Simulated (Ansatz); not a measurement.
The cluster Hg₂F₃. Total charge 0; doublet. Geometry PBE0-D4/def2-SVP; atoms count from 1.

```xyz
5

Hg   -0.053   -0.104   -0.187
Hg    0.574    1.345    2.289
F    -1.280    1.335   -0.619
F     1.224   -1.413    0.461
F    -0.465   -1.164   -1.944
```

In the def2 sets Hg takes a core potential; there is no spin–orbit coupling. Another isomer (doublet) lies 1.32 eV lower at PBE0-D4/def2-TZVP; other spin states weren't run for this one.

(1) Estimate the Mulliken populations from the PBE0/def2-TZVP orbitals of Ansatz.

(2) Where does the spin sit?

(3) And the Mayer bond orders between bonded heavy atoms (over 0.3)?

## Answers

(1) 
```csv
atom,charge (e),spin (α − β),d electrons
Hg1,1.06,0.14,9.74
Hg2,0.27,0.22,9.98
F3,-0.47,0.09,–
F4,-0.48,0.09,–
F5,-0.38,0.45,–
```
Mulliken values and Mayer orders depend strongly on the basis.

(2) Summed by element: Hg 0.36, F 0.64, of 1 unpaired in all. Largest on single atoms: F5 0.45, Hg2 0.22, Hg1 0.14.

(3) Hg1–Hg2 0.33 (2.94 Å); Hg1–F3 0.66 (1.94 Å); Hg1–F4 0.66 (1.94 Å); Hg1–F5 0.46 (2.09 Å).
